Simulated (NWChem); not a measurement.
CH5NOSi2; SMILES O[Si@@H]1C=N[SiH2]1

```xyz
10

O     -0.2667     2.3144    -0.3868
Si     0.0219     0.8717     0.3966
C      1.4214    -0.3506    -0.1034
N      0.9120    -1.5313    -0.1566
Si    -0.8727    -1.2563    -0.0424
H     -0.4619     2.2667    -1.3275
H      0.1524     1.2598     1.8324
H      2.5119    -0.2156    -0.2476
H     -1.5620    -2.1168     0.9677
H     -1.5068    -1.5021    -1.3741
```
Atoms are numbered in this order, from 1.

Results from NWChem. Medium grid unless said otherwise, to which SCAN and Minnesota functionals are sensitive. All runs use the structure optimised with PBE0/def2-SVP. B3LYP is NWChem's, with the RPA form of VWN correlation. Total energies of different functionals are on different scales.

```tsv
level	energy (Ha)	highest occupied level (eV)	orbital gap (eV)	dipole (D)	relative time
PBE/def2-TZVP	-749.6792	-5.51	3.03	1.59	1
B3LYP/def2-TZVP	-750.2156	-6.60	4.98	1.65	1
Hartree-Fock/def2-TZVP	-748.0583	-10.07	12.39	1.76	1
r2SCAN/def2-TZVP	-750.0293	-5.73	3.45	1.63	1
CAM-B3LYP/def2-TZVP	-750.1129	-8.16	7.96	1.70	10
M06-2X/def2-TZVP	-750.0613	-8.03	7.63	1.65	1
```

Times are rough ratios from one shared machine.
